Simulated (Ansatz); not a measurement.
Mulliken charges of CH$_{3}$GaOS (`[OH][Ga]1[CH2][S]1`) from ωB97M-V/def2-TZVPP in Ansatz (PBE0-D4/def2-TZVP geometry).

| atom | x (Å) | y (Å) | z (Å) | charge (e) |
| --- | --- | --- | --- | --- |
| O1 | -1.927 | 0.830 | -1.124 | -0.354 |
| Ga2 | -0.593 | 0.015 | -0.318 | 0.485 |
| C3 | 1.062 | -0.317 | 0.603 | -0.374 |
| S4 | 0.107 | -1.939 | 0.277 | -0.209 |
| H5 | -1.817 | 1.783 | -1.173 | 0.175 |
| H6 | 2.009 | -0.275 | 0.074 | 0.138 |
| H7 | 1.160 | -0.095 | 1.661 | 0.138 |

Question: By hand: the dipole of these point charges (1 e Å = 4.8032 D).

Answer: Σ q r = (0.094, 0.498, -0.006) e Å, of length 0.507 e Å = 2.44 D.

Question: How does the dipole of the full density compare? (An estimate is asked.)

Answer: The calculation gave: (0.098, 0.714, -0.028) e Å, 3.46 D; the point charges give 0.71 times that, at 3° from its direction.

Point charges leave out the atoms' own dipoles, such as those of lone pairs, and Mulliken's split depends on the basis, so the two needn't agree.
